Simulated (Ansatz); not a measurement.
Ansatz (an electronic-structure program) input:

Ansatz 0.2 input:
```yaml
crystal:
  periodic: [false, false, false]
  atoms:
    - {symbol: C, position_ang: [1.95942310, -1.69337599, -0.06024674]}
    - {symbol: C, position_ang: [1.67174404, -0.44733408, -0.43215722]}
    - {symbol: Si, position_ang: [0.04478531, 0.41537383, -0.10199292]}
    - {symbol: C, position_ang: [0.40080449, 2.10266140, 0.64414763]}
    - {symbol: C, position_ang: [-0.90045822, 0.62018678, -1.71064918]}
    - {symbol: C, position_ang: [-0.94582909, -0.60544964, 1.11004215]}
    - {symbol: C, position_ang: [-2.11717568, -1.18085975, 0.84546751]}
    - {symbol: H, position_ang: [1.24372005, -2.30572506, 0.47839796]}
    - {symbol: H, position_ang: [2.91535201, -2.15984554, -0.27667069]}
    - {symbol: H, position_ang: [2.44150257, 0.10474175, -0.97102915]}
    - {symbol: H, position_ang: [-0.52406514, 2.65712304, 0.81698786]}
    - {symbol: H, position_ang: [1.03083656, 2.69853987, -0.02069357]}
    - {symbol: H, position_ang: [0.92115129, 2.00814178, 1.59951881]}
    - {symbol: H, position_ang: [-1.12283941, -0.34600989, -2.16706556]}
    - {symbol: H, position_ang: [-1.84210103, 1.15081503, -1.55377428]}
    - {symbol: H, position_ang: [-0.30933370, 1.19543110, -2.42690143]}
    - {symbol: H, position_ang: [-0.54096883, -0.73519490, 2.11297364]}
    - {symbol: H, position_ang: [-2.58836515, -1.09990546, -0.12845078]}
    - {symbol: H, position_ang: [-2.66293550, -1.75831785, 1.58498339]}
basis:
  gaussian:
    orbitals: def2-TZVPD
hamiltonian:
  xc: {name: r2SCAN}
magnetization: {spin_polarized: true, initial_magnetization: 2}
```

**Question.** What final total energy does it print?

**Answer.** -525.11041 Eh (r2SCAN/def2-TZVPD). The basis has 373 functions.

This state (charge 0, triplet) is run at the relaxed geometry of the species with charge 0 and multiplicity 1, and is a spin state other than that species' own.
